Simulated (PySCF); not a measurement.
Computed with PBE-D3(BJ)/def2-TZVP // PBE0-D4/def2-TZVP in PySCF. Isolated molecules, 0 K electronic values unless said otherwise. One relaxed conformer stands for a flexible species; it need not be the lowest. Excitations are Tamm–Dancoff values on a coarser integration grid. The basis has no diffuse functions, so Rydberg states are missing or too high.

Reference species (SMILES): `[SH][In]([SH])[SH]` (neutral, multiplicity 1).

The S1 oscillator strength is 0.000 and the S1 excitation (TDA) is 3.95 eV. The HOMO–LUMO gap is 3.83 eV.

Changed species: `[SH][In]([Cl])[Cl]` (H–S–In–Cl torsion 0°) (1 of 3 Cl replaced by SH; the reference has 3 of 3 Cl replaced by SH).

**Question.** Give the shifts of the S1 oscillator strength, S1 excitation (TDA) and HOMO–LUMO gap.

**Answer.** the S1 oscillator strength stays essentially unchanged; the S1 excitation (TDA) falls by 0.07 eV, to 3.88 eV; the HOMO–LUMO gap drops by 0.10 eV, to 3.73 eV.
